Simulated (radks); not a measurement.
Valence configurations of Nb+ (all share [Kr]). Method: scalar-relativistic Kohn-Sham, r2SCAN, spin-unpolarised, spherical densities, finite nucleus; meta-GGA in the generalised Kohn-Sham scheme; Fermi nuclear charge, rms radius 4.324 fm; computed with a radial shooting solver on a logarithmic mesh with Libxc functionals. Energies are relative to 4d4; eigenvalues in eV.

| valence | E (eV) | e(4d) | e(5p) | e(5s) |
|---|---|---|---|---|
| 4d4 | 0.000 | -9.103 | - | - |
| 4d3 5s1 | 0.538 | -11.305 | - | -10.377 |
| 4d2 5s2 | 1.918 | -13.684 | - | -11.776 |
| 4d3.5 5p0.5 | 2.065 | -10.698 | -6.172 | - |
| 4d2 5s1.5 5p0.5 | 4.219 | -14.197 | -7.504 | -12.057 |
| 4d3 5p1 | 4.550 | -12.326 | -6.902 | - |
| 4d2 5s1 5p1 | 6.476 | -14.695 | -7.809 | -12.294 |
| 4d2 5s0.5 5p1.5 | 8.707 | -15.181 | -8.071 | -12.514 |
| 4d2 5p2 | 10.922 | -15.658 | -8.309 | - |

NIST lists [Kr] 4d4 as the ground configuration; this level of theory agrees among the configurations tried. The energies are those of spherical spin-averaged densities, not of single terms.
